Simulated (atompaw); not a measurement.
# How hard is this rhenium PAW (atompaw) potential?

| Item | Value |
| --- | --- |
| Element | Re (Z = 75) |
| Generator | atompaw 4.2.0.5 |
| Type | PAW |
| Functional | LDA (PW92) |
| Relativity | scalar-relativistic |
| Frozen core | [Xe] 4f14 |
| Valence charge | 7 |
| Reference configuration | 5d5 6s2 6p0 |
| Partial waves | 6s (bound): rc 2.40 bohr; 6s channel at 2.85 Ry: rc 2.40 bohr; 6p (bound, empty): rc 2.90 bohr; 6p channel at 4.05 Ry: rc 2.90 bohr; 5d (bound): rc 1.50 bohr; 5d channel at 0.4 Ry: rc 2.90 bohr |
| Local potential | bessel scheme, radius 2.40 bohr |
| Core correction | smooth core density matched at 2.20 bohr |
| Augmentation charge | besselshape compensation charge, radius 2.45 bohr; PAW radius 2.90 bohr; waves and projectors: custom rrkj gramschmidtortho |

The pseudo-atom Hamiltonian at the reference potential is diagonalised in spherical Bessel functions j_l(qr) that vanish at 20 bohr, with q² up to the cutoff. All-electron valence levels (Ry): 6s -0.4523, 6p -0.1053, 5d -0.4094.

**Question.** How do the lowest levels (Ry) of each channel move with the cutoff, and are there ghosts?

**Answer.**

```
cutoff (Ry)     s #1    s #2     p #1     d #1    f #1  Σ f·Δε (mRy)
          8  -0.4521  0.0065  -0.1053  -0.0101  0.1125        1997.0
         12  -0.4522  0.0065  -0.1053  -0.1457  0.1125        1318.9
         21  -0.4523  0.0065  -0.1053  -0.3592  0.1125         250.8
         30  -0.4524  0.0065  -0.1053  -0.3925  0.1125          84.7
         40  -0.4524  0.0065  -0.1053  -0.4078  0.1125           7.9
         50  -0.4524  0.0065  -0.1053  -0.4092  0.1125           1.2
         70  -0.4524  0.0065  -0.1053  -0.4093  0.1125           0.6
         90  -0.4524  0.0065  -0.1053  -0.4093  0.1125           0.2
        400  -0.4524  0.0065  -0.1053  -0.4094  0.1125           0.0
```

Result: no extra level below or beside the all-electron valence levels (s, p, d, f tested); 10 mRy is reached at 40 Ry and 1 mRy at 70 Ry.
